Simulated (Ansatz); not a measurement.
Reaction (atomization): `N=C1OB1N` → B• + C• + 3 H• + 2 N• + O•

Computed with Ansatz on PBE0-D4/def2-TZVP structures; ΔE is electronic, products minus reactants. CCSD(T)/CBS adds triple-zeta CCSD(T) − MP2 to the extrapolated MP2 energy (def2 sets, frozen cores). This one scheme is used for every species, atoms too. Functionals use def2-TZVPP. B3LYP here is the variant with VWN-RPA as its local correlation; programs differ in this. HSE06 is defined as in plane-wave codes. No spin–orbit coupling; open shells (•) take unrestricted orbitals. Spin–orbit coupling would lower the free atoms: a little for B, C, O. One conformer a species, not always the lowest.

`N=C1OB1N`:

```xyz
8

N    -0.179    2.280    0.586
C    -0.226    1.069    0.307
O    -1.352    0.210    0.361
B    -0.173   -0.375   -0.050
N     0.273   -1.614   -0.449
H     0.764    2.636    0.454
H    -0.334   -2.415   -0.500
H     1.226   -1.791   -0.710
```

| level | ΔE (kJ/mol) | difference from CCSD(T)/CBS |
| --- | --- | --- |
| LDA (SPW92) | 4032.9 | 670.2 |
| PBE-D4 | 3562.6 | 199.9 |
| B97M-V | 3404.9 | 42.2 |
| B3LYP-D4 | 3409.4 | 46.7 |
| r2SCAN0-D4 | 3299.8 | -62.9 |
| HSE06-D4 | 3427.8 | 65.1 |
| PBE-QIDH | 3354.0 | -8.7 |
| BLYP | 3431.4 | 68.7 |
| r2SCANh | 3359.0 | -3.7 |
| BHLYP | 3209.9 | -152.8 |
| LC-ωPBE | 3410.3 | 47.6 |
| HF/def2-TZVPP | 2204.2 | -1158.5 |
| SCS-MP2/def2-TZVPP | 3338.7 | -24.0 |
| CCSD(T)/def2-TZVPP | 3249.7 | -113.0 |
| HF/def2-QZVPP | 2211.4 | -1151.3 |
| MP2/def2-QZVPP | 3441.3 | 78.6 |
| CCSD(T)/CBS | 3362.7 | 0 |

Task: What do rigid-rotor, harmonic-oscillator terms from PBE0-D4/def2-TZVP frequencies (298.15 K, 1 bar) make of the CCSD(T)/CBS value? (Best estimate.)

Result: Ansatz gave: ΔZPE = -144.7 kJ/mol, ΔH = +3252.0 kJ/mol, ΔS = 830 J/(mol·K), ΔG = +3004.6 kJ/mol. Open shells count their whole term as degenerate.

Largest T1 diagnostic among the species: 0.015.

The D4 term adds +19.7 kJ/mol with B3LYP and +10.2 kJ/mol with PBE0; it sums over pairs of atoms, weighted by their polarisabilities, and B3LYP, whose exchange is more repulsive, gets the larger term. At CCSD(T), def2-SVP lies −206.3 kJ/mol from the extrapolated value and def2-TZVPP −113.0 kJ/mol: correlation converges slowly with the basis, and small sets miss more of it in the bonded molecule than in its fragments. From PBE to PBE0 (25 % exact exchange), in def2-TZVPP and without D4, ΔE moves by −137.2 kJ/mol: exact exchange takes away binding that semilocal exchange gives to molecules.

For atomizations the MP2-based limit and the directly extrapolated one differ by several kJ/mol either way, and by 10 to 25 for some Ge, Se and Sn compounds, so smaller differences from it don't rank the levels.
